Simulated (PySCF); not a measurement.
# Gas-phase XPS of `COC[SiH]1OCCO1`, computed

C4H10O3Si.
Geometry (PBE0-D3(BJ)/def2-SVP, Å), atoms numbered from 1 in this order:
```xyz
18
C4H10O3Si angstrom
C      2.8236    0.6828   -0.0203
O      1.4706    0.3878   -0.1751
C      1.2273   -0.9163   -0.6176
Si    -0.6290   -1.1659   -0.7475
O     -1.4125    0.0178   -1.6359
C     -1.9813    0.9455   -0.7284
C     -2.3479    0.1667    0.5426
O     -1.3719   -0.8432    0.7177
H      3.3068    0.0211    0.7263
H      3.3799    0.5830   -0.9739
H      2.9071    1.7223    0.3272
H      1.6512   -1.6771    0.0753
H      1.6977   -1.1139   -1.6063
H     -0.9156   -2.5178   -1.3007
H     -1.2454    1.7364   -0.4951
H     -2.8651    1.4152   -1.1882
H     -3.3481   -0.2949    0.4423
H     -2.3628    0.8236    1.4268
```

Computed with delta-SCF UKS SCAN, pcX-2 on the ionised atom, pcseg-1 elsewhere, spin-free X2C in PySCF. Binding energies are ΔSCF values: E(core-ionised, relaxed orbitals) − E(ground state) at a fixed geometry, referred to the vacuum level.

List the computed XPS lines with their assignment.

```
atom(s)      bonded to     level  binding energy (eV)  2p1/2 (eV)  above the level's lowest (eV)  count
     C1      O and 3 H      C 1s               292.19           –                          +0.59      1
     O2            2 C      O 1s               538.50           –                          +0.65      1
     C3  O, 2 H and Si      C 1s               291.60           –                           0.00      1
    Si4   2 O, C and H  Si 2p3/2               107.44      108.07                           0.00      1
    Si4   2 O, C and H     Si 1s              1847.42           –                           0.00      1
  O5/O8       C and Si      O 1s               537.85           –                           0.00      2
  C6/C7   O, C and 2 H      C 1s               292.18           –                          +0.58      2
```

Lowest listed C 1s: C3, bonded to O, 2 H and Si. Highest, 0.59 eV above it: C1, bonded to O and 3 H. The widest gap between neighbouring values is 0.58 eV, between 291.60 and 292.18 eV. Summing the Pauling electronegativity differences to the bonded atoms, each weighted by its formal bond order, gives -0.46 for the lowest site and -0.16 for the highest; the largest sum, +0.19, belongs to C6/C7, 0.01 eV below the top. The values 292.18 and 292.19 eV lie too close for their order to be trusted.

Lowest listed O 1s: O5/O8, bonded to C and Si. Highest, 0.65 eV above it: O2, bonded to 2 C.

Which effective nuclear charge Zeff reproduces each element's mean 1s value in the hydrogen-like formula E = 13.606 eV × Zeff²?

C (Z = 6): mean 292.0 eV, Zeff = 4.63, Z − Zeff = 1.37; O (Z = 8): mean 538.1 eV, Zeff = 6.29, Z − Zeff = 1.71; Si (Z = 14): mean 1847.4 eV, Zeff = 11.65, Z − Zeff = 2.35. Means run over the listed sites, weighted by atom count.

Which photon energy gives electrons from Si 1s of Si4 a kinetic energy of 200 eV, and what is their de Broglie wavelength?

hν = 1847.42 + 200 = 2047.42 eV, recoil neglected; λ = 12.264 Å/√(E/eV) = 0.87 Å.

One atom of each set of topologically equivalent atoms was ionised and stands for the set; in this conformer not all members are related by symmetry, and their own values weren't computed. 2p3/2 and 2p1/2 are the ΔSCF energy of one spin-free 2p hole plus the eigenvalues of a spin–orbit and ligand-field matrix of the shell. 2p1/2 minus 2p3/2 (ligand field included): Si 0.63 eV. The structure is a single PBE0-D3(BJ)/def2-SVP conformer in the gas phase; no vibrational or solvent corrections.
